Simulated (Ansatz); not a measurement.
Harmonic frequencies (cm⁻¹) at PBE0-D4/def2-TZVP from Ansatz: 93, 131, 156, 218, 353, 514, 600, 646, 800, 1550, 3506, 3611.

Each molecule was computed in one conformer, which needn't be the lowest.

(1) Which molecule is it?
A. `[NH2][AlH]`•
B. `N#C[SiH]F`•
C. `O[Si](O)O`•
D. `[NH2][Sn]([F])[Cl]`•

Results:

(1) D.
